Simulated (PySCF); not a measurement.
## How methods differ on the ionisation energy of Ca(2+)

Ca(2+) [Ar] (1S) → Ca(3+) [Ne] 3s2 3p5 (2P), as a difference of total energies. Calculation: PySCF 2.14, in pcseg-2 (6s4p3d, 33 functions); the non-relativistic Hamiltonian (point nucleus). Correlated levels: valence: [Ne] 3s2 frozen. The calculations carry no spin-orbit coupling.

```
           method  ionisation energy (eV)
              UHF                  49.696
             MN15                  51.283
              PBE                  50.895
    MP2 (valence)                  50.875
SCS-MP2 (valence)                  50.808
```

Task: Estimate what CCSD (valence) gives.

Result: 50.852 eV, closest to MP2 (valence) among the rows shown.

Task: Estimate what CCSD(T) (valence) gives.

Result: 50.867 eV, closest to MP2 (valence) among the rows shown.

These non-relativistic numbers lack the scalar-relativistic shift.

The reference lies between the lowest fine-structure levels, while these numbers refer to the centres of the terms.

Errors of the correlated levels include the incompleteness of this basis and the frozen core.

For comparison: 50.913 eV (measured; NIST Atomic Spectra Database, ionization energies).
